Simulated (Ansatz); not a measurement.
Reaction (cleavage of the B–B bond): `BB1CO1` + `FC([SiH3])S` → `BSC(F)[SiH3]` + `B1CO1`

Calculated with Ansatz (gas phase, PBE0-D4/def2-TZVP geometries, no zero-point term in ΔE). CCSD(T)/CBS is the MP2 limit (def2-TZVPP, def2-QZVPP) plus CCSD(T) − MP2 in def2-TZVPP, frozen cores. DFT in def2-TZVPP. B3LYP here is the variant with VWN-RPA as its local correlation; programs differ in this. One conformer a species, not always the lowest.

`BB1CO1`:

Z-matrix (Å, degrees):
```
C
B 1 1.529
O 1 1.467 2 53.2
H 1 1.086 2 121.5 3 -97.2
H 1 1.086 2 121.5 3 97.2
B 2 1.641 1 153.3 3 -180.0
H 6 1.196 2 121.2 1 87.8
H 6 1.196 2 121.2 1 -87.8
```

`FC([SiH3])S`:

Z-matrix (Å, degrees):
```
C
Si 1 1.900
S 1 1.790 2 111.9
F 1 1.390 2 109.9 3 -125.3
H 1 1.095 2 111.0 3 116.2
H 2 1.485 1 110.0 3 174.0
H 2 1.485 1 107.8 3 54.0
H 2 1.483 1 108.4 3 -65.4
H 3 1.345 1 97.3 2 -44.0
```

`BSC(F)[SiH3]`:

Cartesian coordinates in Å:
```
B 1.625 1.809 0.419
S 1.392 0.066 0.356
C -0.130 -0.151 -0.606
F 0.186 -0.563 -1.891
Si -1.261 -1.446 0.216
H 2.575 2.192 1.028
H 0.853 2.545 -0.114
H -0.612 0.828 -0.676
H -1.705 -0.899 1.523
H -2.430 -1.685 -0.666
H -0.492 -2.698 0.412
```

`B1CO1`:

```xyz
6

B    -0.151   -0.133   -0.845
C     0.284    0.093    0.583
O    -1.117    0.003    0.054
H    -0.069   -0.315   -2.012
H     0.522    1.080    0.969
H     0.531   -0.727    1.252
```

```tsv
level	ΔE (kJ/mol)
B97M-V	-87.3
CAM-B3LYP-D4	-94.7
ωB97M-V	-97.4
BLYP	-90.6
r2SCAN	-93.6
B3LYP	-92.0
RPA@PBE/def2-TZVPP	-100.3
MP2/def2-SVP	-110.1
```

Task: What does CCSD(T)/CBS give? (An estimate is asked.)

Result: Ansatz gave: -98.8 kJ/mol. The listed levels differ from it by 11.5, 4.1, 1.4, 8.2, 5.2, 6.8, -1.5, -11.3 kJ/mol.

Largest T1 diagnostic among the species: 0.016.

In def2-TZVPP, CCSD(T) changes the Hartree–Fock value by −8.9 kJ/mol (the triples alone add −3.5 kJ/mol) and MP2 by −15.8 kJ/mol. Leaving LDA and LC-ωPBE aside and taking each functional with its dispersion term where it has one, the values, not all of them listed here, spread over 10.9 kJ/mol, from PBE-QIDH to B97M-V. LDA lies −3.4 kJ/mol from PBE without D4. At CCSD(T), def2-SVP lies −6.1 kJ/mol from the extrapolated value and def2-TZVPP +0.2 kJ/mol.
